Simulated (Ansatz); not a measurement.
Ansatz (a quantum-chemistry and plane-wave program) input (HF/3-21G): The .json file is the Basis Set Exchange's 3-21G.

Ansatz 0.2 input:
```yaml
crystal:
  periodic: [false, false, false]
  atoms:
    - {symbol: O, position_ang: [1.52187837, -0.19044385, 0.06246595]}
    - {symbol: C, position_ang: [0.32888262, -0.04115551, 0.01349908]}
    - {symbol: C, position_ang: [-1.00629828, -0.54553149, -0.04885643]}
    - {symbol: C, position_ang: [-0.84172394, 0.77678813, -0.02699619]}
    - {symbol: H, position_ang: [-1.71948035, -1.33020131, -0.08795910]}
    - {symbol: H, position_ang: [-1.34070902, 1.71314536, -0.03764728]}
basis:
  gaussian:
    orbitals: 3-21G.json
hamiltonian:
  xc: {name: HF}
phonons: {temperatures: {t_min: 298.15, t_max: 298.15, t_step: 100}}
```

Output:

```
Functional definition: HF
integrals: 0.01 GiB planned
553 factors; integrals over basis functions are off by at most 5.2e-4 eV
mean field: 0.07 GiB planned
mean field evaluation 1: about -5125.3759 eV, gradient 3.3e1 eV
mean field evaluation 2: about -5125.3774 eV, gradient 3.3e1 eV
mean field evaluation 4: about -5127.9366 eV, gradient 2.8e0 eV
mean field evaluation 8: about -5127.9785 eV, gradient 2.1e-4 eV
mean field -5127.97826952 eV, -188.4497255364 hartree, gradient 1.7e-5 eV, S^2 0.000000; 0 other end points of the search recorded, 0 dependent functions left out
the calculation of the forces begins
reference -5127.97826952 eV, -188.4497255364 hartree; 14, 14 occupied and 26, 26 virtual orbitals, 553 factors
these checks for a lower state are left out or cut short: stability, starts, cluster_reference, orbital_swaps, neighbouring_geometries, increment
integrals: 0.01 GiB planned
553 factors; integrals over basis functions are off by at most 5.2e-4 eV
mean field: 0.07 GiB planned
mean field evaluation 16: about -5127.9782 eV, gradient 8.3e-6 eV
mean field -5127.97816535 eV, -188.4497217084 hartree, gradient 1.7e-6 eV, S^2 0.000000; 0 other end points of the search recorded, 0 dependent functions left out
the calculation of the forces begins
reference -5127.97816535 eV, -188.4497217084 hartree; 14, 14 occupied and 26, 26 virtual orbitals, 553 factors
these checks for a lower state are left out or cut short: stability, starts, cluster_reference, orbital_swaps, neighbouring_geometries, increment
integrals: 0.01 GiB planned
553 factors; integrals over basis functions are off by at most 5.2e-4 eV
mean field: 0.07 GiB planned
mean field -5127.97816339 eV, -188.4497216360 hartree, gradient 1.7e-6 eV, S^2 0.000000; 0 other end points of the search recorded, 0 dependent functions left out
the calculation of the forces begins
reference -5127.97816339 eV, -188.4497216360 hartree; 14, 14 occupied and 26, 26 virtual orbitals, 553 factors
these checks for a lower state are left out or cut short: stability, starts, cluster_reference, orbital_swaps, neighbouring_geometries, increment
integrals: 0.01 GiB planned
553 factors; integrals over basis functions are off by at most 5.2e-4 eV
mean field: 0.07 GiB planned
mean field evaluation 32: about -5127.9781 eV, gradient 1.7e-6 eV
mean field -5127.97808756 eV, -188.4497188496 hartree, gradient 1.7e-6 eV, S^2 0.000000; 0 other end points of the search recorded, 0 dependent functions left out
the calculation of the forces begins
reference -5127.97808756 eV, -188.4497188496 hartree; 14, 14 occupied and 26, 26 virtual orbitals, 553 factors
these checks for a lower state are left out or cut short: stability, starts, cluster_reference, orbital_swaps, neighbouring_geometries, increment
integrals: 0.01 GiB planned
553 factors; integrals over basis functions are off by at most 5.2e-4 eV
mean field: 0.07 GiB planned
mean field -5127.97809019 eV, -188.4497189462 hartree, gradient 1.7e-6 eV, S^2 0.000000; 0 other end points of the search recorded, 0 dependent functions left out
the calculation of the forces begins
reference -5127.97809019 eV, -188.4497189462 hartree; 14, 14 occupied and 26, 26 virtual orbitals, 553 factors
these checks for a lower state are left out or cut short: stability, starts, cluster_reference, orbital_swaps, neighbouring_geometries, increment
integrals: 0.01 GiB planned
553 factors; integrals over basis functions are off by at most 5.2e-4 eV
mean field: 0.07 GiB planned
mean field -5127.97808882 eV, -188.4497188956 hartree, gradient 1.7e-6 eV, S^2 0.000000; 0 other end points of the search recorded, 0 dependent functions left out
the calculation of the forces begins
reference -5127.97808882 eV, -188.4497188956 hartree; 14, 14 occupied and 26, 26 virtual orbitals, 553 factors
these checks for a lower state are left out or cut short: stability, starts, cluster_reference, orbital_swaps, neighbouring_geometries, increment
integrals: 0.01 GiB planned
553 factors; integrals over basis functions are off by at most 5.2e-4 eV
mean field: 0.07 GiB planned
mean field -5127.97808579 eV, -188.4497187843 hartree, gradient 1.7e-6 eV, S^2 0.000000; 0 other end points of the search recorded, 0 dependent functions left out
the calculation of the forces begins
reference -5127.97808579 eV, -188.4497187843 hartree; 14, 14 occupied and 26, 26 virtual orbitals, 553 factors
these checks for a lower state are left out or cut short: stability, starts, cluster_reference, orbital_swaps, neighbouring_geometries, increment
integrals: 0.01 GiB planned
553 factors; integrals over basis functions are off by at most 5.2e-4 eV
mean field: 0.07 GiB planned
mean field -5127.97810736 eV, -188.4497195771 hartree, gradient 1.7e-6 eV, S^2 0.000000; 0 other end points of the search recorded, 0 dependent functions left out
the calculation of the forces begins
reference -5127.97810736 eV, -188.4497195771 hartree; 14, 14 occupied and 26, 26 virtual orbitals, 553 factors
these checks for a lower state are left out or cut short: stability, starts, cluster_reference, orbital_swaps, neighbouring_geometries, increment
integrals: 0.01 GiB planned
553 factors; integrals over basis functions are off by at most 5.2e-4 eV
mean field: 0.07 GiB planned
mean field evaluation 64: about -5127.9763 eV, gradient 2.1e-1 eV
mean field -5127.97811184 eV, -188.4497197416 hartree, gradient 1.7e-6 eV, S^2 0.000000; 0 other end points of the search recorded, 0 dependent functions left out
the calculation of the forces begins
reference -5127.97811184 eV, -188.4497197416 hartree; 14, 14 occupied and 26, 26 virtual orbitals, 553 factors
these checks for a lower state are left out or cut short: stability, starts, cluster_reference, orbital_swaps, neighbouring_geometries, increment
integrals: 0.01 GiB planned
553 factors; integrals over basis functions are off by at most 5.2e-4 eV
mean field: 0.07 GiB planned
mean field -5127.97820430 eV, -188.4497231396 hartree, gradient 1.7e-6 eV, S^2 0.000000; 0 other end points of the search recorded, 0 dependent functions left out
the calculation of the forces begins
reference -5127.97820430 eV, -188.4497231396 hartree; 14, 14 occupied and 26, 26 virtual orbitals, 553 factors
these checks for a lower state are left out or cut short: stability, starts, cluster_reference, orbital_swaps, neighbouring_geometries, increment
integrals: 0.01 GiB planned
553 factors; integrals over basis functions are off by at most 5.2e-4 eV
mean field: 0.07 GiB planned
mean field -5127.97820651 eV, -188.4497232207 hartree, gradient 1.7e-6 eV, S^2 0.000000; 0 other end points of the search recorded, 0 dependent functions left out
the calculation of the forces begins
reference -5127.97820651 eV, -188.4497232207 hartree; 14, 14 occupied and 26, 26 virtual orbitals, 553 factors
these checks for a lower state are left out or cut short: stability, starts, cluster_reference, orbital_swaps, neighbouring_geometries, increment
integrals: 0.01 GiB planned
553 factors; integrals over basis functions are off by at most 5.2e-4 eV
mean field: 0.07 GiB planned
mean field -5127.97822743 eV, -188.4497239896 hartree, gradient 1.7e-6 eV, S^2 0.000000; 0 other end points of the search recorded, 0 dependent functions left out
the calculation of the forces begins
reference -5127.97822743 eV, -188.4497239896 hartree; 14, 14 occupied and 26, 26 virtual orbitals, 553 factors
these checks for a lower state are left out or cut short: stability, starts, cluster_reference, orbital_swaps, neighbouring_geometries, increment
integrals: 0.01 GiB planned
553 factors; integrals over basis functions are off by at most 5.2e-4 eV
mean field: 0.07 GiB planned
mean field evaluation 96: about -5127.9782 eV, gradient 5.5e-2 eV
mean field -5127.97822626 eV, -188.4497239464 hartree, gradient 1.7e-6 eV, S^2 0.000000; 0 other end points of the search recorded, 0 dependent functions left out
the calculation of the forces begins
reference -5127.97822626 eV, -188.4497239464 hartree; 14, 14 occupied and 26, 26 virtual orbitals, 553 factors
Total energy: -5127.97826952 eV, -188.4497255364 hartree
Atom 0 at     1.521878    -0.190444     0.062466 Å, force     0.000587    -0.000073     0.000024 eV/Å
Atom 1 at     0.328883    -0.041156     0.013499 Å, force    -0.000984     0.000123    -0.000040 eV/Å
Atom 2 at    -1.006298    -0.545531    -0.048856 Å, force     0.000730     0.001385     0.000047 eV/Å
Atom 3 at    -0.841724     0.776788    -0.026996 Å, force     0.000368    -0.001522    -0.000001 eV/Å
Atom 4 at    -1.719480    -1.330201    -0.087959 Å, force    -0.000397    -0.000332    -0.000021 eV/Å
Atom 5 at    -1.340709     1.713145    -0.037647 Å, force    -0.000304     0.000420    -0.000008 eV/Å
Dipole moment:    -0.920247     0.115157    -0.037772 e Å
Vibrations: 582.53 613.55 913.50 931.46 956.37 1146.96 1157.56 1293.28 1661.27 2020.61 3460.74 3499.01 cm⁻¹, zero-point energy 1.130540 eV
```

The blocks after the first are displaced geometries, from whose forces the wavenumbers follow.
